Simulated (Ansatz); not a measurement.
Cost and result for the atomization energy of `[OH][InH][ZnH]` (6 atoms, 5 bonds).

```xyz
6

O     0.1691   -1.3165   -1.3271
In   -0.6024   -0.2510    0.1888
Zn    0.9995    1.6731    0.8409
H    -0.3942   -2.0434   -1.6025
H    -2.1424   -0.8959    0.6687
H     1.9703    2.8338    1.2312
```

Charge 0, multiplicity 1. For Zn the d shell is correlated and the shells below it are frozen. Correlated methods include outer-core shells of In, which these sets cover unevenly. Scalar relativity is left out up to krypton. In: def2 effective core potential. All single points use the PBE0-D4/def2-TZVP geometry. It is one conformer, not always the lowest. Program: Ansatz. All runs use 4 threads of an Arm Neoverse V1 on a shared host. Times are those of one run each, without the atoms' runs, and a repeat can differ threefold. Electronic energies, without spin–orbit coupling; frozen cores. CCSD(T)/CBS adds CCSD(T) − MP2 in def2-TZVPP to the MP2 limit, and its time is that of the two runs behind it. T1 = 0.017. With those shells the extrapolation isn't a true limit. HSE06 is the plane-wave form, built on full-range PBE exchange.

CCSD(T)/CBS is a level of theory with its own doubt, some kJ/mol a heavy atom from the limit and from the frozen cores, so smaller differences don't rank the functionals.

```
                             level  functions  wall time
              revPBE-D4/def2-TZVPP        187      1.4 s
                PBE0-D4/def2-TZVPP        187      2.1 s
               BHLYP-D4/def2-TZVPP        187      2.2 s
               HSE06-D4/def2-TZVPP        187      2.3 s
           CAM-B3LYP-D4/def2-TZVPP        187      2.5 s
                  CCSD(T)/def2-SVP         86      2.7 s
r2SCAN-D4/def2-TZVPP (with forces)        187      3.3 s
             r2SCANh-D4/def2-TZVPP        187      3.6 s
                ωB97X-V/def2-TZVPP        187      5.5 s
  ωB97M-V/def2-TZVPP (with forces)        187        8 s
                    MP2/def2-QZVPP        329      9.5 s
                CCSD(T)/def2-TZVPP        187       59 s
                 CCSD(T)/CBS(def2)          –       69 s
```

**Question.** What atomization energy does each give, and how far from CCSD(T)/CBS? (Estimate.)

**Answer.** Ansatz gave: 
```
                             level  atomization (kcal/mol)  difference from CCSD(T)/CBS  per bond
              revPBE-D4/def2-TZVPP                   301.0                        -14.3      -2.9
                PBE0-D4/def2-TZVPP                   305.3                        -10.0      -2.0
               BHLYP-D4/def2-TZVPP                   294.8                        -20.5      -4.1
               HSE06-D4/def2-TZVPP                   305.4                         -9.9      -2.0
           CAM-B3LYP-D4/def2-TZVPP                   311.6                         -3.7      -0.7
                  CCSD(T)/def2-SVP                   284.2                        -31.1      -6.2
r2SCAN-D4/def2-TZVPP (with forces)                   315.0                         -0.3      -0.1
             r2SCANh-D4/def2-TZVPP                   311.5                         -3.8      -0.8
                ωB97X-V/def2-TZVPP                   316.8                          1.5       0.3
  ωB97M-V/def2-TZVPP (with forces)                   313.2                         -2.1      -0.4
                    MP2/def2-QZVPP                   315.2                         -0.1       0.0
                CCSD(T)/def2-TZVPP                   304.1                        -11.2      -2.2
                 CCSD(T)/CBS(def2)                   315.3                          0.0       0.0
```

In def2-TZVPP, CCSD(T) changes the Hartree–Fock value by +100.7 kcal/mol (the triples alone add +5.8 kcal/mol) and MP2 by +104.9 kcal/mol; breaking electron pairs costs correlation energy, which Hartree–Fock lacks. Leaving LDA and LC-ωPBE aside and taking each functional with its dispersion term where it has one, the values spread over 22.0 kcal/mol, from BHLYP-D4 to ωB97X-V. LDA lies +55.3 kcal/mol from PBE without D4, its usual overbinding. From PBE to PBE0 (25 % exact exchange), in def2-TZVPP and without D4, the atomization energy moves by −6.3 kcal/mol: exact exchange takes away binding that semilocal exchange gives to molecules.

Spin–orbit coupling would lower the free In atoms strongly, and the atomization energy with them, by more than many differences here.
